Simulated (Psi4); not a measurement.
HClO (SMILES OCl), singlet, at a GFN2-xTB geometry; CCSD(T)/aug-cc-pVDZ in Psi4.

Psi4 was given this input:
```
memory 2 GB

molecule mol {
0 1
O    -0.008741    1.098296    0.016436
H    -0.944582    1.335065    0.004393
Cl    0.059677   -0.595379   -0.007993
}

set {
  basis aug-cc-pvdz
  reference rhf
  freeze_core true
  mp2_type conv
  scf_type pk
  puream true
  d_convergence 1e-8
}

energy('ccsd(t)')
print_variables()
```

It wrote (shortened):

```
   => Loading Basis Set <=

    Name: AUG-CC-PVDZ
    Role: ORBITAL
    Keyword: BASIS

         ---------------------------------------------------------
                                   SCF
               by Justin Turney, Rob Parrish, Andy Simmonett
                          and Daniel G. A. Smith
                              RHF Reference
         ---------------------------------------------------------

  ==> Geometry <==

    Molecular point group: cs
    Full point group: Cs

    Geometry (in Angstrom), charge = 0, multiplicity = 1:

       Center              X                  Y                   Z               Mass
    ------------   -----------------  -----------------  -----------------  -----------------
         O           -0.027605013733     1.135119549552     0.000000000000    15.994914619570
         H           -0.963516674229     1.371915525531     0.000000000000     1.007825032230
         CL           0.040395836656    -0.558748417185     0.000000000000    34.968852682000

  Running in cs symmetry.

  Rotational constants: A =     21.22930  B =      0.50120  C =      0.48964 [cm^-1]
  Rotational constants: A = 636438.54586  B =  15025.68286  C =  14679.12332 [MHz]
  Nuclear repulsion =   50.972420276964854

  Charge       = 0
  Multiplicity = 1
  Electrons    = 26
  Nalpha       = 13
  Nbeta        = 13

  ==> Algorithm <==

  SCF Algorithm Type is PK.
  DIIS enabled.
  MOM disabled.
  Fractional occupation disabled.
  Guess Type is SAD.
  Energy threshold   = 1.00e-08
  Density threshold  = 1.00e-08
  Integral threshold = 1.00e-12

  ==> Primary Basis <==

  Basis Set: AUG-CC-PVDZ
    Blend: AUG-CC-PVDZ
    Number of shells: 25
    Number of basis functions: 59
    Number of Cartesian functions: 63
    Spherical Harmonics?: true
    Max angular momentum: 2

  ==> Integral Setup <==

  Using in-core PK algorithm.
   Calculation information:
      Number of atoms:                   3
      Number of AO shells:              25
      Number of primitives:             85
      Number of atomic orbitals:        63
      Number of basis functions:        59

      Integral cutoff                 1.00e-12
      Number of threads:                 1

  Performing in-core PK
  Using 3134670 doubles for integral storage.
  We computed 52975 shell quartets total.
  Whereas there are 52975 unique shell quartets.

  ==> DiskJK: Disk-Based J/K Matrices <==

    J tasked:                  Yes
    K tasked:                  Yes
    wK tasked:                  No
    Schwarz Cutoff:          1E-12

  Minimum eigenvalue in the overlap matrix is 1.8812947830E-03.
  Reciprocal condition number of the overlap matrix is 3.4689490659E-04.
    Using symmetric orthogonalization.

  ==> Pre-Iterations <==

  SCF Guess: Superposition of Atomic Densities via on-the-fly atomic UHF (no occupation information).

   -------------------------
    Irrep   Nso     Nmo
   -------------------------
     A'        42      42
     A"        17      17
   -------------------------
    Total      59      59
   -------------------------

  ==> Iterations <==

                        Total Energy        Delta E     RMS |[F,P]|

   @RHF iter SAD:  -534.41364258385147   -5.34414e+02   0.00000e+00
   @RHF iter   1:  -534.84451854879489   -4.30876e-01   6.69556e-03 ADIIS/DIIS
   @RHF iter   2:  -534.87509632999638   -3.05778e-02   3.86709e-03 ADIIS/DIIS
   @RHF iter   3:  -534.88615555177762   -1.10592e-02   8.12674e-04 ADIIS/DIIS
   @RHF iter   4:  -534.88690075243539   -7.45201e-04   1.90943e-04 ADIIS/DIIS
   @RHF iter   5:  -534.88696464262159   -6.38902e-05   3.94849e-05 DIIS
   @RHF iter   6:  -534.88696973135654   -5.08873e-06   1.49202e-05 DIIS
   @RHF iter   7:  -534.88697084624505   -1.11489e-06   6.42422e-06 DIIS
   @RHF iter   8:  -534.88697109047916   -2.44234e-07   1.86369e-06 DIIS
   @RHF iter   9:  -534.88697111096485   -2.04857e-08   4.91172e-07 DIIS
   @RHF iter  10:  -534.88697111197507   -1.01022e-09   1.02700e-07 DIIS
   @RHF iter  11:  -534.88697111201520   -4.01315e-11   2.65582e-08 DIIS
   @RHF iter  12:  -534.88697111201702   -1.81899e-12   7.38250e-09 DIIS
  Energy and wave function converged.

  ==> Post-Iterations <==

    Orbital Energies [Eh]
    ---------------------

    Doubly Occupied:

[...]
       3App   -0.445299

    Virtual:

[...]
      42Ap     4.140721

    Final Occupation by Irrep:
             Ap   App
    DOCC [    10,    3 ]
    NA   [    10,    3 ]
    NB   [    10,    3 ]

  @RHF Final Energy:  -534.88697111201702

   => Energetics <=

    Nuclear Repulsion Energy =             50.9724202769648542
    One-Electron Energy =                -840.2549983793503543
    Two-Electron Energy =                 254.3956069903685488
    Total Energy =                       -534.8869711120169086

Computation Completed

Properties will be evaluated at   0.000000,   0.000000,   0.000000 [a0]

Properties computed using the SCF density matrix

 Multipole Moments:

 ------------------------------------------------------------------------------------
     Multipole            Electronic (a.u.)      Nuclear  (a.u.)        Total (a.u.)
 ------------------------------------------------------------------------------------

 L = 1.  Multiply by 2.5417464519 to convert [e a0] to [Debye]
 Dipole X            :          0.3033696           -0.9403798           -0.6370102
 Dipole Y            :         -1.6864086            1.8030800            0.1166714
 Dipole Z            :          0.0000000            0.0000000            0.0000000
 Magnitude           :                                                    0.6476065

 ------------------------------------------------------------------------------------

 MINTS: Wrapper to libmints.
   by Justin Turney

   Calculation information:
      Number of threads:                 1
      Number of atoms:                   3
      Number of AO shells:              25
      Number of SO shells:              25
[...]
	One-electron energy          =    -87.62313403870246
	Two-electron energy          =     38.47729597968964
	Reference energy             =   -534.88697111201759

            **************************
            *                        *
            *        CCENERGY        *
            *                        *
            **************************

    Nuclear Rep. energy (wfn)     =   50.972420276964854
    SCF energy          (wfn)     = -534.886971112017022
    Reference energy    (file100) = -534.886971112017591

    Input parameters:
    -----------------
    Wave function   =     CCSD_T
    Reference wfn   =     RHF
    Brueckner       =     No
    Maxiter         =     50
    R_Convergence   =     1.0e-07
    E_Convergence   =     1.0e-06
    Restart         =     Yes
    DIIS            =     Yes
    AO Basis        =     NONE
    ABCD            =     NEW
    Cache Level     =     2
    Cache Type      =     LOW
    Print Level     =     1
    Num. of threads =     1
    # Amps to Print =     10
    Print MP2 Amps? =     No
    Analyze T2 Amps =     No
    Print Pair Ener =     No
    Local CC        =     No
    SCS-MP2         =     False
    SCSN-MP2        =     False
    SCS-CCSD        =     False

MP2 correlation energy -0.3564907364757840
                Solving CC Amplitude Equations
                ------------------------------
  Iter             Energy              RMS        T1Diag      D1Diag    New D1Diag    D2Diag
  ----     ---------------------    ---------   ----------  ----------  ----------   --------
     0        -0.356490736475784    0.000e+00    0.000000    0.000000    0.000000    0.151737
     1        -0.363021923181161    5.572e-02    0.009852    0.022845    0.022845    0.155100
     2        -0.372207420963104    2.033e-02    0.010272    0.023182    0.023182    0.166996
     3        -0.374456735740694    8.160e-03    0.012038    0.027793    0.027793    0.172489
     4        -0.374397740356612    1.993e-03    0.012258    0.028355    0.028355    0.173490
     5        -0.374449106739561    8.485e-04    0.012364    0.028665    0.028665    0.173900
     6        -0.374452528761091    3.081e-04    0.012392    0.028722    0.028722    0.173950
     7        -0.374448187268251    1.290e-04    0.012397    0.028703    0.028703    0.173943
     8        -0.374448984226820    5.646e-05    0.012401    0.028694    0.028694    0.173945
     9        -0.374449181917531    2.576e-05    0.012402    0.028689    0.028689    0.173945
    10        -0.374448338773587    1.220e-05    0.012402    0.028686    0.028686    0.173944
    11        -0.374448706718338    5.226e-06    0.012403    0.028686    0.028686    0.173945
    12        -0.374448694911308    1.918e-06    0.012403    0.028686    0.028686    0.173944
    13        -0.374448778870122    7.201e-07    0.012403    0.028687    0.028687    0.173944
    14        -0.374448790385095    2.260e-07    0.012403    0.028687    0.028687    0.173944
    15        -0.374448790177376    8.215e-08    0.012403    0.028687    0.028687    0.173944

    Iterations converged.

    Largest TIA Amplitudes:
              5  33        -0.0194507138
              5  36        -0.0132522243
              3  13         0.0113720293
              6  33        -0.0111371165
              3  21        -0.0094032398
              5  34        -0.0084226127
              5  32        -0.0081532064
              2   9        -0.0069316627
              3   1         0.0067934703
              1  13        -0.0066037367

    Largest TIjAb Amplitudes:
      3   3   3   3        -0.0368793194
      3   3   1   1        -0.0348329195
      3   3   1   3        -0.0344985321
      3   3   3   1        -0.0344985321
      6   6  36  36        -0.0247482462
      4   4  10  10        -0.0238988879
      6   6  37  37        -0.0227620132
      6   6  35  35        -0.0185685750
      3   3   1   6         0.0179264877
      3   3   6   1         0.0179264877

    SCF energy       (wfn)                    = -534.886971112017022
    Reference energy (file100)                = -534.886971112017591

    Opposite-spin MP2 correlation energy      =   -0.263069929282621
    Same-spin MP2 correlation energy          =   -0.093420807193163
    Singles MP2 correlation energy            =   -0.000000000000000
    MP2 correlation energy                    =   -0.356490736475784
      * MP2 total energy                      = -535.243461848493325

    Opposite-spin CCSD correlation energy     =   -0.290574209527885
    Same-spin CCSD correlation energy         =   -0.083874580649490
    Singles CCSD correlation energy           =    0.000000000000000
    CCSD correlation energy                   =   -0.374448790177376
      * CCSD total energy                     = -535.261419902194916

            **************************
            *                        *
            *        CCTRIPLES       *
            *                        *
            **************************

    Wave function   =    CCSD_T
    Reference wfn   =      RHF

    Nuclear Rep. energy (wfn)                =   50.972420276964854
    SCF energy          (wfn)                = -534.886971112017022
    Reference energy    (file100)            = -534.886971112017591
    CCSD energy         (file100)            =   -0.374448790177376
    Total CCSD energy   (file100)            = -535.261419902194916

    Number of ijk index combinations:               84
    Approx. words needed per explicit thread:          131072
    Number of threads for explicit ijk threading:    1

    MKL num_threads set to 1 for explicit threading.

    (T) energy                                =   -0.011492879206961
      * CCSD(T) total energy                  = -535.272912781401942

  Variable Map:
  ----------------------------------------------------------------------------
[...]
  Array Variable Map:
  ----------------------------------------------------------------------------
[...]
[...]
```
